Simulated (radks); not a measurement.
Trend from B3+ to Tl3+: ionisation energy by Delta-SCF between NIST ground configurations, and size. All-electron calculation, Dirac Kohn-Sham, PBE, spin-unpolarised, spherical densities, finite nucleus; open shells fill j = l - 1/2 first; Fermi nuclear charge, rms radius of each element as measured or else 0.836 A^(1/3) + 0.57 fm. Program: a radial shooting solver on a logarithmic mesh with Libxc functionals.

| species | configuration | configuration of the ion | IE (eV) | NIST (eV) | kind | -e(HOMO) (eV) | outermost | <r> outermost (bohr) |
|---|---|---|---|---|---|---|---|---|
| B3+ | [He] | 1s1 | 265.52 | 259.37 | theory | 231.38 (1s1/2) | 1s1/2 | 0.326 |
| Al3+ | [Ne] | [He] 2s2 2p5 | 120.98 | 119.99 | exp. | 103.98 (2p3/2) | 2s1/2 | 0.623 |
| Ga3+ | [Ar] 3d10 | [Ar] 3d9 | 63.672 | 63.24 | exp. | 52.291 (3d5/2) | 3d5/2 | 0.789 |
| In3+ | [Kr] 4d10 | [Kr] 4d9 | 56.004 | 55.45 | exp. | 47.522 (4d5/2) | 4d5/2 | 1.16 |
| Tl3+ | [Xe] 4f14 5d10 | [Xe] 4f14 5d9 | 50.792 | 51.14 | exp. | 43.381 (5d5/2) | 5d5/2 | 1.36 |

Reference values: NIST Atomic Spectra Database (exp. = measured, semi-emp. = semi-empirical, theory = theoretical value adopted there). Spin polarisation and multiplet splitting are left out, so open shells lie too high by an amount that depends on their filling.

Beside tabulated values, note that spin-unpolarised runs miss the spin-polarisation part of the exchange energy of open shells.
